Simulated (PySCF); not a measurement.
# Structure revision by computed shifts

A compound C$_{3}$H$_{4}$F$_{3}$NSi gives the data below (simulated from a calculation) and was assigned the structure `C#C[Si@H](N)C(F)(F)F`.

13C{1H} NMR (computed): δ 172.3 (CH), 161.2 (CH), 128.1 (CH).

1H NMR (600 MHz, computed): δ 11.67 (br s, 1H), 8.24 (d, 1H), 6.68 (m, 1H), 6.07 (m, 1H).

Computed data (PySCF): NMR shieldings at PBE0/pcSseg-1/GIAO, coordinates at the GFN2-xTB level. A single conformation, fast rotation and ring inversion assumed for equivalent nuclei, gas phase, non-relativistic.

Chemical shifts δ = σref − σ; TMS for 1H (σ = 31.72 ppm) and 13C (σ = 186.93 ppm), all at this level.

Task: Compare with the shifts computed for the proposed structure, pairing carbons in order of shift.

Result: Numbering as in the mapped SMILES `[CH:1]#[C:2][Si@H:3]([NH2:4])[C:5]([F:6])([F:7])[F:8]`. Each H is labelled by its parent atom.

| atom | computed for proposal | given list | difference |
| --- | --- | --- | --- |
| C5 | 138.2 | 172.3 | -34.1 |
| C1 | 103.1 | 161.2 | -58.1 |
| C2 | 87.6 | 128.1 | -40.5 |

The rms difference is 45.4 ppm and the largest -58.1 ppm at C1 (terminal alkyne carbon). The carbon types in order of shift don't match either: C, CH, C for the proposal against CH, CH, CH in the data. The proposal doesn't fit.

Task: Which isomer fits?

Result: SMILES N(/[H])=C/C=C\[Si](F)(F)F.

Carbon types of the structure: 3 × CH, leaving 1 H on heteroatoms. δC 172.3: C=N carbon. δC 161.2, 128.1: alkene CH; the olefinic region. δH 11.67: hydrogen on an imine nitrogen; labile proton, position sensitive to the medium. δH 6.68, 6.07: hydrogen on an alkene CH; a vinylic proton, deshielded by the sp2 carbon and the C=C anisotropy.

This is the structure that produced the data.

OH/NH shifts are gas-phase values; hydrogen bonding in solution moves them, usually downfield. Splittings by 19F in the carbon and heteronuclear signals aren't shown, as no couplings were computed. Shifts are as computed. Against solution values, carbons near 30 ppm lie about +3 ppm off and those near 130 ppm about +5 ppm. Of 1211 compounds with measured shifts, 218 miss one by over three times the rms of a fit or turn the order of signals round; such compounds aren't used in these exercises. No couplings were computed; multiplicities are counted from neighbouring protons, with m where these are inequivalent, close in shift, in a saturated or five-membered ring or joined by F or P, and br s for small geminal =CH2 splittings.
